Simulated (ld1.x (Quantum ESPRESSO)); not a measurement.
## Configuration tests for platinum (TM)

ld1.x (Quantum ESPRESSO) 7.5 input, shortened:

```
&input
   title='Pt', zed=78., rel=2, dft='PZ', iswitch=3,
   config='[Xe] 4f14 5d9 6s1 6p0', rel_dist='average'
 /
 &inputp
   pseudotype=2, tm=.true., lloc=0,
   nlcc=.false.
 /
3
5P  2  1   6.00   0.00  1.15  1.15  0.0
5D  3  2   9.00   0.00  2.00  2.00  0.0
5S  1  0   2.00   0.00  1.45  1.45  0.0
 &test
   configts(1)='5s2 5p6 5d9 6s1 6p0'
 /
```

Open shells are filled in proportion to 2j + 1 (rel_dist='average').

Occupied shells without a wave of their own: 6s. They enter only through the test configuration that unscreens the potential.

Energies are relative to the spin-unpolarised reference configuration 5s2 5p6 5d9 6s1 6p0; without spin polarisation the order of configurations can differ from experiment.

| valence configuration | charge | ΔE all-electron (eV) | error AE − PS (meV) |
| --- | --- | --- | --- |
| 5s2 5p6 5d8 6s0 6p0 | +2 | 29.834 | -2814 |
| 5s1 5p6 5d9 6s1 6p0 | +1 | 108.737 | -134 |
| 5s2 5p6 5d8 6s2 6p0 | 0 | 0.949 | +1917 |
| 5s2 5p6 5d10 6s0 6p0 | 0 | 0.030 | -1549 |
| 5s2 5p6 5d6 6s0 6p0 | +4 | 108.274 | -4592 |

(1) What are ΔE and the potential's error for 5s2 5p6 5d7 6s0 6p0?

(2) What are ΔE and the potential's error for 5s2 5p6 5d9 6s0 6p0?

Levels in the configuration 5s2 5p6 5d9 6s0 6p0:

```csv
level,all-electron (eV),pseudo (eV)
5s j=1/2,-110.242,-111.164
5p j=1/2,-75.605,-76.461
5p j=3/2,-60.524,-61.332
5d j=3/2,-15.448,-16.100
5d j=5/2,-14.066,-14.697
```

The potential misses its own reference levels by up to 1.7 eV, so it is not fit for use.

## Answers

(1) ΔE = 62.344 eV all-electron; the error (AE − PS) is -3652 meV.

(2) ΔE = 9.558 eV all-electron; the error (AE − PS) is -2102 meV.

These tests converged, but a pseudo level misses the all-electron one widely, so the file describes the atom poorly there or has found another state: 5s2 5p6 5d9 6s0 6p0: empty 6s by 2.5 eV; 5s2 5p6 5d8 6s0 6p0: empty 6s by 3.3 eV; 5s2 5p6 5d7 6s0 6p0: empty 6s by 4.1 eV; 5s1 5p6 5d9 6s1 6p0: 6s by 2.7 eV; 5s2 5p6 5d8 6s2 6p0: 6s by 1.6 eV; 5s2 5p6 5d6 6s0 6p0: empty 6s by 5.1 eV. The 6s level has no wave, so the channel is fitted at the deeper level alone: the likely source of the large errors.
